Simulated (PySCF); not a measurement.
GeBi⁺ at CAM-B3LYP

Level: CAM-B3LYP. PySCF, scalar-relativistic core potentials, basis sets Ge def2-SVP, Bi def2-SVP with ECP60.

* state: ³Σ⁻ (triplet), unpaired electrons π ↑↑
* bond length: 2.659 Å
* harmonic wavenumber: 218 cm⁻¹
* force constant: 1.53 mdyn/Å
* rotational constant Be: 0.04366 cm⁻¹
* anharmonicity ωexe: 0.420 cm⁻¹
* vibration–rotation constant αe: 0.000111 cm⁻¹
* bond order (Mayer): 1.76
* dipole moment (positive dipole points towards Bi; it is taken about the centre of mass and depends on that origin): -2.70 D

These are scalar-relativistic numbers at best; spin–orbit coupling would shift them, the dissociation energy most. The state was picked by a PBE0 search and need not be the measured ground state.
